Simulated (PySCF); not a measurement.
Isomers of C3H7F3OSi, mass 144.022 u with the commonest isotopes. Computed with PySCF, PBE0-D3(BJ)/def2-SVP geometry optimisation, gas phase. One conformer each, none proved a minimum here; rigid rotors.

Question: Order these by rotational constant C, smallest first.
A. `[CH3:1][CH2:2][O:3][SiH2:4][C:5]([F:6])([F:7])[F:8]` with C1–C2–O3–Si4 179°, C2–O3–Si4–C5 65°
B. `[CH3:1][C@@H:2]([O:3][SiH3:4])[C:5]([F:6])([F:7])[F:8]` with C1–C2–O3–Si4 -157°
C. `[F:1][C:2]([F:3])([F:4])[CH2:5][CH2:6][O:7][SiH3:8]` with C2–C5–C6–O7 179°, C5–C6–O7–Si8 -178°
D. `[CH3:1][O:2][SiH2:3][CH2:4][C:5]([F:6])([F:7])[F:8]` with C1–O2–Si3–C4 178°, O2–Si3–C4–C5 -179°

Answer: C (610.3 MHz), D (699.0 MHz), A (838.1 MHz), B (1016 MHz).

Question: Order these by rotational constant A, largest first.
A. `[CH3:1][O:2][SiH2:3][CH2:4][C:5]([F:6])([F:7])[F:8]` with C1–O2–Si3–C4 178°, O2–Si3–C4–C5 -179°
B. `[CH3:1][C@@H:2]([O:3][SiH3:4])[C:5]([F:6])([F:7])[F:8]` with C1–C2–O3–Si4 -157°
C. `[CH3:1][SiH2:2][O:3][CH2:4][C:5]([F:6])([F:7])[F:8]` with C1–Si2–O3–C4 -179°, Si2–O3–C4–C5 -179°
D. `[F:1][C:2]([F:3])([F:4])[CH2:5][CH2:6][O:7][SiH3:8]` with C2–C5–C6–O7 179°, C5–C6–O7–Si8 -178°
E. `[CH3:1][CH2:2][O:3][SiH2:4][C:5]([F:6])([F:7])[F:8]` with C1–C2–O3–Si4 179°, C2–O3–Si4–C5 65°

Answer: D (4686 MHz), A (4472 MHz), C (3980 MHz), E (3126 MHz), B (2552 MHz).

Question: Order these by rotational constant B, smallest first.
A. `[CH3:1][SiH2:2][O:3][CH2:4][C:5]([F:6])([F:7])[F:8]` with C1–Si2–O3–C4 -179°, Si2–O3–C4–C5 -179°
B. `[F:1][C:2]([F:3])([F:4])[CH2:5][CH2:6][O:7][SiH3:8]` with C2–C5–C6–O7 179°, C5–C6–O7–Si8 -178°
C. `[CH3:1][C@@H:2]([O:3][SiH3:4])[C:5]([F:6])([F:7])[F:8]` with C1–C2–O3–Si4 -157°
D. `[CH3:1][CH2:2][O:3][SiH2:4][C:5]([F:6])([F:7])[F:8]` with C1–C2–O3–Si4 179°, C2–O3–Si4–C5 65°
E. `[CH3:1][O:2][SiH2:3][CH2:4][C:5]([F:6])([F:7])[F:8]` with C1–O2–Si3–C4 178°, O2–Si3–C4–C5 -179°

Answer: B (615.7 MHz), E (711.1 MHz), A (735.1 MHz), D (912.5 MHz), C (1249 MHz).

| SMILES | point group | Ia (u·Å²) | Ib (u·Å²) | Ic (u·Å²) | κ | μa (D) | μb (D) | μc (D) |
| --- | --- | --- | --- | --- | --- | --- | --- | --- |
| CO[SiH2]CC(F)(F)F | – | 113.01 | 710.67 | 722.98 | -0.99 | 2.61 | 0.33 | 0.00 |
| FC(F)(F)CCO[SiH3] | near Cs | 107.84 | 820.82 | 828.11 | -1.00 | 1.62 | 0.03 | 0.02 |
| C[SiH2]OCC(F)(F)F | – | 126.97 | 687.52 | 714.17 | -0.98 | 2.29 | 1.18 | 0.04 |
| CCO[SiH2]C(F)(F)F | C1 | 161.69 | 553.87 | 603.02 | -0.93 | 1.77 | 0.57 | 0.87 |
| C[C@@H](O[SiH3])C(F)(F)F | C1 | 198.03 | 404.67 | 497.45 | -0.70 | 0.62 | 1.15 | 1.11 |
